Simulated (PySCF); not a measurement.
C3HBrClF, SMILES FC=C=C(Cl)Br. Coordinates come from a PBE-D3(BJ)/def2-SVP optimisation. This is a generated structure with no PubChem entry under its InChIKey; it may be hypothetical.

Calculation: PBE-D3(BJ)/def2-SVP in PySCF.

Harmonic wavenumbers (cm⁻¹): 82, 115, 216, 256, 368, 427, 473, 628, 785, 820, 1043, 1217, 1394, 2013, 3091. Rotational constants (GHz): 2.181, 1.015, 0.7131; symmetry number 1.

### Question
Work out the zero-point energy and the ideal-gas rigid-rotor harmonic-oscillator thermochemistry at 298.15 K and 1 atm.

### Answer
ZPE = ½ Σ hcν = ½ × 12928 cm⁻¹ = 18.48 kcal/mol. H − E(el) = 23.18 kcal/mol. Entropy in cal/(mol K): translation 41.32, rotation 29.70, vibration 14.35, total 85.37. G − E(el) = -2.27 kcal/mol. Cp = 22.59 cal/(mol K). Modes under 150 cm⁻¹ make the vibrational entropy uncertain.
